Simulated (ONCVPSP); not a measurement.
## Configuration tests for zinc (ONCV)

ONCVPSP 4.0.1 input, shortened (lines: element, Z, core and valence counts, functional; n l f; lmax; l rc ep ncon nbas qcut; lloc lpopt rc5 dvloc0; l nproj debl; icmod fcfact rcfact), PBEsol, scalar-relativistic:

```
  Zn 30.00    5    3  -116133      upf
    1    0    2.00
    2    0    2.00
    2    1    6.00
    3    0    2.00
    3    1    6.00
    3    2   10.00
    4    0    1.00
    4    1    1.00
    2
    0    1.95    0.00    3    7    2.70
    1    2.45    0.00    5    9    3.70
    2    0.75    0.00    3    8   11.50
    4    5    0.65   -1.00
    0    3    2.30
    1    2    1.30
    2    2    2.60
    0    0.00    0.00
```

Energies are relative to the spin-unpolarised reference configuration 3d10 4s1 4p1; without spin polarisation the order of configurations can differ from experiment.

Problem. Give the all-electron excitation energy and the error of the potential for: 3d10 4s2 4p0; 3d10 4s1 4p0; 3d10 4s0 4p0; 3d10 4s1.5 4p0.

Solution.

```json
{"valence configuration": "3d10 4s2 4p0", "charge": "0", "ΔE all-electron (eV)": "-5.126", "error AE − PS (meV)": "-2.5"}
{"valence configuration": "3d10 4s1 4p0", "charge": "+1", "ΔE all-electron (eV)": "4.774", "error AE − PS (meV)": "-2.0"}
{"valence configuration": "3d10 4s0 4p0", "charge": "+2", "ΔE all-electron (eV)": "23.123", "error AE − PS (meV)": "+1.1"}
{"valence configuration": "3d10 4s1.5 4p0", "charge": "+0.5", "ΔE all-electron (eV)": "-1.176", "error AE − PS (meV)": "-1.4"}
```

Note: ghosts flagged at negative energy: s at -123.4 eV, p at -41.5 eV; no localised positive-energy state flagged. A true bound ghost makes a file unfit for plane-wave use.
